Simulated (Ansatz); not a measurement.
`NCC[CH2][AlH2]` and `NCCCF` differ in one atom or group.

Ansatz, PBE0-D4/def2-TZVP geometries, multiplicity 1. Each molecule was computed in one conformer, which needn't be the lowest.

```tsv
property	`NCC[CH2][AlH2]`
HOMO energy (B3LYP/def2-TZVPP) / eV	-7.03
size of the dipole moment (ωB97M-V/def2-TZVPP) / D	0.78
HOMO–LUMO gap (ωB97M-V/def2-TZVPP) / eV	10.20
LUMO energy (B3LYP/def2-TZVPP) / eV	-1.20
HOMO energy (ωB97M-V/def2-TZVPP) / eV	-9.61
size of the dipole moment (PBE/def2-TZVPP) / D	1.12
```

**Question.** What does the change do to each property? (Estimate.)

**Answer.** Ansatz gave: 
```tsv
property	`NCCCF`	shift
HOMO energy (B3LYP/def2-TZVPP) / eV	-6.83	0.20
size of the dipole moment (ωB97M-V/def2-TZVPP) / D	2.64	1.86
HOMO–LUMO gap (ωB97M-V/def2-TZVPP) / eV	11.86	1.66
LUMO energy (B3LYP/def2-TZVPP) / eV	0.60	1.80
HOMO energy (ωB97M-V/def2-TZVPP) / eV	-9.50	0.11
size of the dipole moment (PBE/def2-TZVPP) / D	2.51	1.39
```

With PBE0 the HOMO rises by 0.20 eV and the LUMO rises by 1.97 eV, so the gap widens by about 1.77 eV. PBE moves the HOMO by 0.32 eV and ωB97M-V by 0.11 eV. Dipoles are sizes alone; their direction can turn.

B3LYP here is the variant with VWN-RPA as its local correlation; programs differ in this.
